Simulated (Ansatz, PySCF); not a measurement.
Gas-phase reaction (SMILES): O[Si](O)(O)N[Si](O)(O)O + N (NH3) -> 2 N[Si](O)(O)O; ammonia cleaves one Si-N bond, a model of a ligand-exchange step.

Structures are relaxed separately at B3LYP-D3(BJ)/def2-TZVP in Ansatz (a first-principles code), one conformer each, not searched for the lowest. Valence correlation only, unless marked. Spin-orbit coupling is left out. Non-relativistic. CBS(X,Y): correlation extrapolated as X^-3; Hartree-Fock from the larger set. The bracket is a focal-point correction in the basis named. Thermal terms are rigid-rotor harmonic-oscillator values from B3LYP-D3(BJ) frequencies (PySCF) at 298.15 K and 1 atm. 1 Eh = 627.5095 kcal/mol.

| species | E, RI-MP2/CBS(cc-pV(T+d)Z,cc-pV(Q+d)Z)+[CCSD(T)-MP2]/cc-pV(T+d)Z (Ansatz) (Eh) | E, wB97M-V/def2-TZVPD (Ansatz) (Eh) | H - E (Eh) |
|---|---|---|---|
| O[Si](O)(O)N[Si](O)(O)O | -1088.53182 | -1089.79804 | 0.11877 |
| N (NH3) | -56.50668 | -56.55014 | 0.03799 |
| N[Si](O)(O)O | -572.51372 | -573.16822 | 0.07786 |

### Question
Work out ΔE and ΔH at 298.15 K at the first level, then ΔH at the second.

### Answer

1. ΔE = [2×(-572.51372)] - [(-1088.53182) + (-56.50668)] = 0.01106 Eh = 6.9 kcal/mol at RI-MP2/CBS(cc-pV(T+d)Z,cc-pV(Q+d)Z)+[CCSD(T)-MP2]/cc-pV(T+d)Z.
2. The terms H - E add up to -0.00104 Eh, so ΔH = (0.01106 + (-0.00104))×627.5095 = 6.3 kcal/mol.
3. At wB97M-V/def2-TZVPD the same steps give ΔE = 7.4 and ΔH = 6.7 kcal/mol, a shift of +0.4 from the first level.
4. These values are not checked against measurement here, since the tables used lack a sound gas-phase enthalpy of formation for at least one species.
